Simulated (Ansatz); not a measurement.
ZnN₄O₂H₁₄ (relaxed from a model of trans-Zn(OH)2(NH3)4, whose bonding it doesn't keep). Total charge 0; singlet. Geometry B3LYP-D4/def2-SVP; atoms count from 1.

```xyz
21

N    -1.746   -0.767   -1.328
N     3.103   -0.187    0.733
N     1.558    0.540   -1.557
N    -2.673   -0.129    1.261
O     0.373   -0.783    1.145
O    -1.085    1.918   -0.110
Zn   -0.168    0.279   -0.370
H     0.269   -1.729    0.977
H    -0.721    2.392    0.650
H    -2.213   -0.199   -2.037
H    -2.361   -0.763   -0.477
H    -1.674   -1.720   -1.684
H     2.158   -0.476    1.079
H     3.460    0.509    1.390
H     3.721   -0.996    0.819
H     2.330    0.340   -0.873
H     1.634    1.512   -1.862
H     1.699   -0.046   -2.382
H    -1.836   -0.469    1.750
H    -3.428   -0.040    1.941
H    -2.398    0.815    0.935
```

In the singlet geometry the species has come apart into loosely held pieces.

(1) Estimate the Mulliken populations from the PBE0/def2-TZVP orbitals of Ansatz.

(2) And the Mayer bond orders between bonded heavy atoms (over 0.3)?

Answers

(1) 
```json
{"atom": "N1", "charge (e)": "-0.62", "d electrons": "–"}
{"atom": "N2", "charge (e)": "-0.76", "d electrons": "–"}
{"atom": "N3", "charge (e)": "-0.62", "d electrons": "–"}
{"atom": "N4", "charge (e)": "-0.73", "d electrons": "–"}
{"atom": "O5", "charge (e)": "-0.82", "d electrons": "–"}
{"atom": "O6", "charge (e)": "-0.79", "d electrons": "–"}
{"atom": "Zn7", "charge (e)": "0.58", "d electrons": "10.10"}
{"atom": "H8", "charge (e)": "0.30", "d electrons": "–"}
{"atom": "H9", "charge (e)": "0.29", "d electrons": "–"}
{"atom": "H10", "charge (e)": "0.27", "d electrons": "–"}
{"atom": "H11", "charge (e)": "0.30", "d electrons": "–"}
{"atom": "H12", "charge (e)": "0.25", "d electrons": "–"}
{"atom": "H13", "charge (e)": "0.30", "d electrons": "–"}
{"atom": "H14", "charge (e)": "0.24", "d electrons": "–"}
{"atom": "H15", "charge (e)": "0.23", "d electrons": "–"}
{"atom": "H16", "charge (e)": "0.31", "d electrons": "–"}
{"atom": "H17", "charge (e)": "0.27", "d electrons": "–"}
{"atom": "H18", "charge (e)": "0.25", "d electrons": "–"}
{"atom": "H19", "charge (e)": "0.27", "d electrons": "–"}
{"atom": "H20", "charge (e)": "0.22", "d electrons": "–"}
{"atom": "H21", "charge (e)": "0.27", "d electrons": "–"}
```
Mulliken values and Mayer orders depend strongly on the basis.

(2) N1–Zn7 0.39 (2.12 Å); N3–Zn7 0.39 (2.11 Å); O5–Zn7 0.66 (1.93 Å); O6–Zn7 0.81 (1.90 Å).
